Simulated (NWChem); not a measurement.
System: H₃O₂ cation; SMILES O[OH2+]

```xyz
5

O     -0.0051     0.7831    -0.0785
O      0.0045    -0.6683     0.0724
H      0.0563     1.0532     0.8784
H      0.7868    -0.9860    -0.4651
H     -0.8386    -0.9859    -0.3638
```
Atoms are numbered in this order, from 1.

Coordinates come from a PBE-D3(BJ)/def2-SVP optimisation.

### Question
List the 6 lowest vertical singlet excitations and the 6 lowest triplet ones from PBE0/aug-cc-pVDZ, full TDDFT (NWChem).

### Answer
```json
[
 {"state": "S1", "energy (eV)": "5.57", "oscillator strength": "0.000", "leading excitation (squared amplitude)": "HOMO → LUMO (0.99)"},
 {"state": "S2", "energy (eV)": "7.67", "oscillator strength": "0.024", "leading excitation (squared amplitude)": "HOMO−1 → LUMO (0.96)"},
 {"state": "S3", "energy (eV)": "9.12", "oscillator strength": "0.001", "leading excitation (squared amplitude)": "HOMO → LUMO+1 (0.98)"},
 {"state": "S4", "energy (eV)": "10.47", "oscillator strength": "0.002", "leading excitation (squared amplitude)": "HOMO−1 → LUMO+1 (0.98)"},
 {"state": "S5", "energy (eV)": "10.76", "oscillator strength": "0.018", "leading excitation (squared amplitude)": "HOMO → LUMO+3 (0.96)"},
 {"state": "S6", "energy (eV)": "11.07", "oscillator strength": "0.021", "leading excitation (squared amplitude)": "HOMO → LUMO+2 (0.99)"},
 {"state": "T1", "energy (eV)": "3.95", "oscillator strength": "spin-forbidden", "leading excitation (squared amplitude)": "HOMO → LUMO (0.98)"},
 {"state": "T2", "energy (eV)": "5.61", "oscillator strength": "spin-forbidden", "leading excitation (squared amplitude)": "HOMO−1 → LUMO (0.96)"},
 {"state": "T3", "energy (eV)": "8.85", "oscillator strength": "spin-forbidden", "leading excitation (squared amplitude)": "HOMO → LUMO+1 (0.94)"},
 {"state": "T4", "energy (eV)": "9.93", "oscillator strength": "spin-forbidden", "leading excitation (squared amplitude)": "HOMO−2 → LUMO (0.77)"},
 {"state": "T5", "energy (eV)": "9.95", "oscillator strength": "spin-forbidden", "leading excitation (squared amplitude)": "HOMO−1 → LUMO+1 (0.62)"},
 {"state": "T6", "energy (eV)": "10.01", "oscillator strength": "spin-forbidden", "leading excitation (squared amplitude)": "HOMO−3 → LUMO (0.81)"}
]
```
